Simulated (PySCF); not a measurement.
**Silver: a sound run and one with changed settings**

Sound run: Ag⁺ [Kr] 4d10, Ag²⁺ [Kr] 4d9. All numbers are calculated (PySCF 2.14, a scalar-relativistic core potential, in cc-pVDZ-PP with ECP28MDF (4s4p3d1f, 38 functions)). In the sound run the correlated levels freeze 4s2 4p6 outside the core potential. The sound run starts from symmetry-adapted Hartree-Fock orbitals and uses a fine grid where one is needed.

A second run was set up differently.

| species | method | sound run (hartree) | changed run (hartree) | converged |
| --- | --- | --- | --- | --- |
| Ag⁺ | UHF | -145.82049 | -145.82049 | yes |
| Ag⁺ | B3LYP | -146.67852 | -146.67852 | yes |
| Ag⁺ | M06-L | -146.74073 | -146.74073 | yes |
| Ag⁺ | MP2 | -146.08375 | -146.07414 | yes |
| Ag²⁺ | UHF | -145.09520 | -145.09515 | no |
| Ag²⁺ | B3LYP | -145.88086 | -145.88126 | yes |
| Ag²⁺ | M06-L | -145.95105 | -145.95191 | no |

Ionisation energy of Ag⁺:

| method | sound run (eV) | changed run (eV) |
| --- | --- | --- |
| B3LYP | 21.705 | 21.694 |

(1) What was changed?
A. minimal basis
B. too few SCF iterations
C. level shift left on
D. all electrons correlated in a valence basis

Answers

(1) C. It used initial guess minao, at most 50 SCF cycles, level shift 0.1 hartree. Where the changed run lies lower, it found another determinant of the same configuration, with other orbitals of the open shell filled.
